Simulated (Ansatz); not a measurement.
# Pulling the pair apart

The pair of N2 (SMILES N#N, atoms 1–2) and SiH3F (SMILES [SiH3]F, atoms 3–7), both closed shells, in one local arrangement (a lower one may exist), relaxed at PBE0-D4/def2-TZVP:

| atom | x (Å) | y (Å) | z (Å) |
| --- | --- | --- | --- |
| N1 | 0.5158 | 0.1477 | -2.3252 |
| N2 | 0.2481 | -0.3046 | -3.2793 |
| Si3 | -0.1307 | 0.0592 | 1.1416 |
| F4 | -0.9446 | -0.9893 | 0.2462 |
| H5 | 1.3169 | -0.2099 | 0.9804 |
| H6 | -0.5406 | -0.1304 | 2.5534 |
| H7 | -0.4651 | 1.4274 | 0.6830 |

SiH3F is shifted rigidly along the line between the mean atom positions of the two fragments (negative: closer). Counterpoise interaction energies in kJ/mol. Computed with Ansatz 0.2.0 (basis: def2-TZVPPD); correlated methods freeze the cores. B3LYP uses VWN-RPA correlation.

```json
{"shift (Å)": "-0.35", "wB97M-V": "-2.3", "MP2": "-1.6", "B3LYP-D4": "-1.4"}
{"shift (Å)": "-0.18", "wB97M-V": "-3.4", "MP2": "-3.1", "B3LYP-D4": "-2.9"}
{"shift (Å)": "0.00", "wB97M-V": "-3.6", "MP2": "-3.5", "B3LYP-D4": "-3.2"}
{"shift (Å)": "0.18", "wB97M-V": "-3.3", "MP2": "-3.3", "B3LYP-D4": "-3.0"}
{"shift (Å)": "0.42", "wB97M-V": "-2.8", "MP2": "-2.8", "B3LYP-D4": "-2.4"}
{"shift (Å)": "0.88", "wB97M-V": "-1.7", "MP2": "-1.8", "B3LYP-D4": "-1.2"}
{"shift (Å)": "1.76", "wB97M-V": "-0.7", "MP2": "-0.7", "B3LYP-D4": "-0.1"}
{"shift (Å)": "3.53", "wB97M-V": "-0.1", "MP2": "-0.1", "B3LYP-D4": "0.4"}
```

At the largest shift the D4 term itself is slightly repulsive (B3LYP-D4 +4.8 meV): a quirk of that model, not of the functional.

Task: What does CCSD(T) give at these shifts? (Judge from chemistry; the value comes from the calculation.)

Result: The calculation gives: -1.0, -2.7, -3.2, -3.1, -2.6, -1.7, -0.6, -0.1 kJ/mol. For zero shift, CCSD(T) at an estimated basis limit (MP2 extrapolated from triple and quadruple zeta, plus CCSD(T) − MP2 in triple zeta) gives -3.6 kJ/mol. These are counterpoise interaction energies, counted from the two frozen fragments.

The T1 diagnostic stays at or below 0.013.

For scale, one of the runs: CCSD(T)/def2-TZVPPD, 213 basis functions, launched by `ansatz run in.yaml --threads 4 --pin off --events-out ev --progress --plain --max-ram 9574MiB`. Hardware: 4 CPU threads of an Arm Neoverse V2, shared host. Wall time 45 s; peak host memory 3.1 GiB.
